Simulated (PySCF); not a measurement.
SMILES C=[CH][Sn]([Br])([Br])[CH]=C (C₄H₆Br₂Sn) at its CAM-B3LYP/def2-SVP optimised geometry (Å):

```
13

C     -1.8143    -3.0666    -1.3334
C     -1.0951    -1.9699    -1.5612
Sn    -0.4099    -0.7036     0.0000
Br     2.0923    -0.7036     0.0000
Br    -1.1813    -1.7634     2.1314
C     -0.9931     1.3385     0.0000
C     -0.1132     2.3369    -0.0290
H     -2.0923    -3.3828    -0.3228
H     -2.1555    -3.7040    -2.1566
H     -0.8257    -1.6874    -2.5848
H     -2.0678     1.5486     0.0315
H      0.9674     2.1621    -0.0511
H     -0.4396     3.3828    -0.0278
```

Level of theory: PySCF with CAM-B3LYP/def2-TZVP, def2 effective core potentials past Kr. The core electrons that the potentials of Sn replace are not part of the density. Cells within 0.4 Å of a nucleus heavier than hydrogen are left out (blank, or x).

Map of the HOMO amplitude (bohr^(-3/2)) on the plane z = 0.0 Å; orbital energy -9.42 eV, overall sign arbitrary:

```
|666666666655555666666666666|
|666666666555555556666666666|
|666666665555555556666666666|
|666666665555555556666666666|
|666666666555445556666666666|
|666666666554245566666666666|
|666666666655345666666666666|
|666666666666xx6666666666666|
|666666667788xx7776666666666|
|66666667889x666766666666666|
|6666666677xx356666666666666|
|666666666520245667776666666|
|666666665432245678877666666|
|666666665544545689987666666|
|666666666557x55677x76656666|
|666666666664x56665x44555566|
|666666666666776543224555556|
|666666666667776543334555556|
|666665555666666554445555556|
|666655555556666555555555566|
|666555555555555555555555566|
|666555554555555555555555666|
|666655555555555555555556666|
|666655555555555555556666666|
|666665555555556666666666666|
|666666655556666666666666666|
|666666666666666666666666666|
```
Scale: ten equal steps from -0.131 (start of '0') to 0.086 (end of '9'), in the order '0123456789'; x runs from -5.50 to 5.50, y from -5.50 (bottom) to 5.50 (top).
